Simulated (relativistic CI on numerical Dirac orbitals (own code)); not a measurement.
**Cu³⁺ in a cubic cluster: L2,3 absorption with charge transfer**

Computed with a charge-transfer multiplet model of a cubic metal-ligand cluster with up to 2 ligand holes, Slater and spin-orbit integrals from Dirac-Coulomb-Breit ions, Slater integrals scaled by 0.8. The ground state mixes d8 with configurations of k ligand holes L, whose averages lie at kΔ + k(k − 1)U_dd/2; a core hole lowers each added d electron by U_cd. 300 K, Lorentzian 0.4 eV and Gaussian 0.3 eV FWHM.

Atomic integrals in eV (Slater integrals scaled, ζ unscaled), ground: F2dd 11.066, F4dd 6.905, zeta_d 0.110; with the core hole: F2dd 11.066, F4dd 6.905, zeta_d 0.138, zeta_core 13.377, F2cd 7.060, G1cd 5.412, G3cd 3.079.

Cluster parameters (eV): Δ = -0.8, U_dd = 7.3, U_cd = 9, 10Dq = 0.2, 10Dq(ligand) = 1.5, final-state hopping factor = 0.9.

```tsv
Case	n_d	d8	d9L	d10L2	S
V(eg) = 2 eV, V(t2g) = -1.03 eV	8.67	0.38	0.56	0.06	1.00
V(eg) = 2.6 eV, V(t2g) = -1.34 eV	8.71	0.37	0.56	0.07	1.00
V(eg) = 2.9 eV, V(t2g) = -1.49 eV	8.72	0.36	0.56	0.08	1.00
V(eg) = 3.2 eV, V(t2g) = -1.65 eV	8.73	0.36	0.55	0.09	1.00
V(eg) = 3.5 eV, V(t2g) = -1.8 eV	8.75	0.35	0.55	0.10	1.00
```

Weights, n_d and S are thermal averages at 300 K. Photon energies count from the first peak over 30 % of the highest in each spectrum, which can be another peak from case to case. The parameters are a model scan and need not match a compound or its usual spin state. Peaks in eV (height, largest 100):
- V(eg) = 2 eV, V(t2g) = -1.03 eV: 0.0 (100), 4.5 (8), 5.0 (7), 6.4 (6), 20.2 (31)
- V(eg) = 2.6 eV, V(t2g) = -1.34 eV: 0.0 (100), 5.7 (6), 20.2 (33)
- V(eg) = 2.9 eV, V(t2g) = -1.49 eV: 0.0 (100), 6.2 (6), 20.2 (32)
- V(eg) = 3.2 eV, V(t2g) = -1.65 eV: 0.0 (100), 6.6 (6), 20.2 (32)
- V(eg) = 3.5 eV, V(t2g) = -1.8 eV: 0.0 (100), 7.1 (5), 20.3 (32)

Curve for V(eg) = 3.5 eV, V(t2g) = -1.8 eV (points under 2 left out, the grid thinned):

(E (eV), Intensity): (-1.6, 2.1), (-1.4, 2.7), (-1.2, 3.6), (-1.0, 5.1), (-0.8, 7.9), (-0.7, 10.2), (-0.5, 19.1), (-0.3, 42.8), (-0.1, 86.4), (0.1, 95.9), (0.3, 57.2), (0.5, 33.8), (0.7, 22.7), (0.9, 12.6), (1.0, 9.2), (1.2, 5.5), (1.4, 3.7), (1.6, 2.7), (1.8, 2.1), (6.8, 3.0), (7.0, 4.6), (7.2, 5.0), (7.4, 3.8), (7.5, 3.0), (7.7, 2.1), (8.0, 2.2), (8.2, 2.4), (8.4, 2.8), (8.6, 3.6), (8.8, 2.9), (19.2, 2.0), (19.3, 2.5), (19.5, 4.1), (19.7, 7.9), (19.9, 17.2), (20.1, 29.0), (20.3, 31.9), (20.5, 28.4), (20.7, 17.1), (20.9, 7.9), (21.0, 5.5), (21.2, 3.1), (21.4, 2.0), (27.3, 2.1), (28.2, 2.1)

For the case V(eg) = 2.6 eV, V(t2g) = -1.34 eV, Δ = -0.8 eV is smaller than U_dd = 7.3 eV, the charge-transfer side of the Zaanen-Sawatzky-Allen scheme (negative Δ: between configuration averages a ligand hole costs less than the nominal valence; multiplet and field energies can change this for the lowest states). With the core hole the configuration with one ligand hole lies at Δ + U_dd − U_cd = -2.5 eV from the one without, against Δ in the ground state.
